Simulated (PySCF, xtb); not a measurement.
CaF, SMILES [Ca+][F], charge +1.

GFN2-xTB in xtb at its own geometry gives an orbital gap of 1.58 eV.

Geometry: B3LYP-D3(BJ)/def2-TZVPD. The multiplicity is an assumed one; other spin states were not compared.

**Question.** What does HF/def2-TZVPD in PySCF give? (Estimate from the structure and the level; the computed values follow.)

**Answer.** gap 14.27 eV (levels -19.65 and -5.38 eV).
